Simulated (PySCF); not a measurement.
**CsGa and its ions**

PBE0; basis Cs def2-SVP with ECP46, Ga def2-SVP; scalar-relativistic core potentials; PySCF 2.14. Neutral (UKS): triplet (σ ↑, π ↑), Re = 3.672 Å, ωe = 80.5 cm⁻¹, De = 0.61 eV, HOMO -2.85 eV, LUMO -1.28 eV.

CsGa⁺ (UKS): doublet (σ ↑), Re = 4.294 Å, ωe = 48.3 cm⁻¹, De = 0.40 eV to Cs⁺ + Ga. The energies at the minima are -1944.46801 hartree for CsGa and -1944.31703 for CsGa⁺.

(1) Work out the adiabatic ionisation energy, without and with harmonic zero-point energies (1 hartree = 27.2114 eV, 1 eV = 8065.5 cm⁻¹), and the change of the bond length.

Weak bonds: CsGa⁺. Basis-set superposition, not corrected here, can be much of De in a small basis, most of all at correlated wavefunction levels. These are scalar-relativistic numbers at best; spin–orbit coupling would shift them, the dissociation energy most. For an ion De counts to the pair picked by the measured ionisation energies or electron affinities, which need not be the lowest pair at this level. States were picked by a PBE0 search and need not be the measured ground states.

Results:

(1) At PBE0: 0.15098 hartree = 4.108 eV between the minima; the zero-point term (48.3 − 80.5)/2 cm⁻¹ = -0.002 eV makes it 4.106 eV. Re changes by +62.2 pm against the neutral. The electron leaves a π orbital, and the ion is left as a loose complex of an ion and an atom.
